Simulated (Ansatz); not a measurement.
`N#[C][In]([F])[Cl]` + `c1ccoc1` → `N#Cc1ccco1` + `[F][InH][Cl]`  (formal exchange of groups at a C–In bond)

Program: Ansatz. Geometries: PBE0-D4/def2-TZVP. ΔE: electronic, gas phase. CBS: MP2 limit from def2 TZ/QZ plus the TZ coupled-cluster correction, frozen cores. Elements past krypton have def2 core potentials. For In outer-core shells are correlated without core-valence functions, which leaves a few kJ/mol of doubt a bond.

```tsv
species	CCSD(T)/CBS(def2) energy (Eh)
`N#[C][In]([F])[Cl]`	-842.19796
`c1ccoc1`	-229.75407
`N#Cc1ccco1`	-321.88765
`[F][InH][Cl]`	-750.05448
```

Q: Work out ΔE.

A: ΔE = (-321.88765) + (-750.05448) − (-842.19796) − (-229.75407) = 0.00990 Eh = +6.2 kcal/mol.

Largest T1 diagnostic among the species: 0.016.

From BLYP to BHLYP (50 % exact exchange), in def2-TZVPP and without D4, ΔE moves by +2.7 kcal/mol. At CCSD(T), def2-SVP lies −1.2 kcal/mol from the extrapolated value and def2-TZVPP +0.3 kcal/mol.
